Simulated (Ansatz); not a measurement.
NaLi₄, relaxed as a doublet with UKS r2SCAN/def2-TZVP in Ansatz, starting from the GFN2-xTB geometry. Force threshold 0.02 eV/Å.

The charge 0 doublet is spin-contaminated (final ⟨S²⟩ up to 0.97, 0.75 for a pure state). Another isomer (doublet) lies 0.09 eV lower at PBE0/def2-TZVP; other spin states weren't run for this one.

Start:

| atom | x (Å) | y (Å) | z (Å) |
| --- | --- | --- | --- |
| Li1 | 0.894 | 0.221 | -1.917 |
| Li2 | -1.201 | -0.707 | -0.386 |
| Li3 | -0.400 | 1.901 | -0.838 |
| Li4 | 1.104 | 0.259 | 0.877 |
| Na5 | -0.397 | -1.674 | 2.263 |

| step | energy (eV) | largest force component (eV/Å) | SCF passes |
| --- | --- | --- | --- |
| 1 | -5231.7212 | 0.869 | 130 |
| 2 | -5232.0605 | 0.273 | 121 |
| 3 | -5232.1573 | 0.067 | 63 |
| 4 | -5232.1673 | 0.018 | 75 |
| 5 | -5232.1691 | 0.014 | 73 |
| 6 | -5232.1701 | 0.009 | 75 |
| 7 | -5232.1706 | 0.008 | 72 |

Force components are those of the run's own axes.

End:

```tsv
atom	x (Å)	y (Å)	z (Å)
Li1	0.861	0.128	-2.422
Li2	-1.021	-0.948	-0.443
Li3	-0.336	2.284	-0.729
Li4	1.056	0.404	0.992
Na5	-0.560	-1.868	2.602
```

Bonds lost: Li1–Li4, Li2–Li3 (atoms count from 1). Metal–metal contacts that move far: Li1–Li3 2.38 to 2.99 Å.

The force fell under the threshold at step 4, but the optimiser went on and released 0.003 eV more. No frequencies were taken in this run, so the end may be a saddle point.

Run time 37 s (4 threads of Arm Neoverse V1 on a shared host).
